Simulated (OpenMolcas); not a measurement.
**Fe3+ in MgO: curves along the breathing mode**

Fe3+ with its 6 nearest oxide ions, on the Mg site of MgO (a = 4.2112 Å, distance in the model lattice 2.106 Å). The rest of the host is ab initio model potentials to 7.6 Å, with orthogonalisation functions on the cations behind the ligands, and point charges beyond; the distance is set by hand and nothing relaxes, and no local charge compensation is placed. Ligand basis ANO-RCC-VDZP.

```
Program             : OpenMolcas
Method              : CASSCF
Basis               : ANO-RCC-VDZP [5s4p2d1f]
Scalar Hamiltonian  : DKH2, point nucleus
Active space        : 5 electrons in 5 orbitals (3d)
State averaging     : 2S+1 = 6 even, 1 root; 2S+1 = 4 even, 24 roots; 2S+1 = 2 even, 75 roots
Spin-orbit coupling : state interaction with AMFI integrals over the reference wave functions
```

Spin-free energies (labels of O, the rotations of Oh) in cm-1 above the lowest fitted minimum, as all ligands move together:

| R (Å) | 6A1 | 4T1 | 2T2 | 4T2 | 4A1 | 4E | 2T1 |
| --- | --- | --- | --- | --- | --- | --- | --- |
| 1.918 | 3870 | 22920 | 25610 | 29850 | 36010 | 36530 | 37780 |
| 1.963 | 540 | 20830 | 24720 | 27540 | 32720 | 33250 | 35690 |
| 2.008 | 180 | 21480 | 26420 | 27980 | 32360 | 32900 | 36340 |
| 2.053 | 2440 | 24580 | 30410 | 30870 | 34590 | 35140 | 39410 |
| 2.098 | 7080 | 29890 | 36490 | 35990 | 39170 | 39730 | 44670 |
| 2.144 | 14080 | 37420 | 44730 | 43350 | 46060 | 46650 | 52150 |
| 2.189 | 23010 | 46750 | 54680 | 52530 | 54850 | 55470 | 61420 |

Cubic fits give the following; the wavenumber is harmonic, with the mass of all moving ligands, small differences in it between states hang on the degree of the fit, a number in brackets counts states of one label, and the table is a selection of at most 14 states with clean curves.

```csv
State,R0 (Å),Breathing mode (cm-1),Minimum (cm-1)
6A1,1.992,688,0
4T1,1.975,672,20770
2T2,1.955,661,24720
4T2,1.978,671,27420
4A1,1.992,683,32190
4E,1.992,684,32720
2T1,1.975,670,35640
2A2,1.974,672,35910
4T2(2),1.989,686,37680
2T2(2),1.975,672,38100
4E(2),1.992,683,40240
2E,1.976,671,40410
2A1,1.991,679,45550
4T1(2),1.999,685,47140
```

Without dynamic correlation the repulsion within the d shell is too large (B by tens of per cent), so at a given field states of lower spin stand too high. Ligand-to-metal charge-transfer states are missing. With no ligand orbital active B as a rule stays too high, so bands that hang on it stand too high and its fall with covalency is understated. With metal d orbitals alone and no dynamic correlation 10Dq can be off by a tenth to a fifth, either way, in oxide and fluoride hosts. No measured value stands beside these numbers.
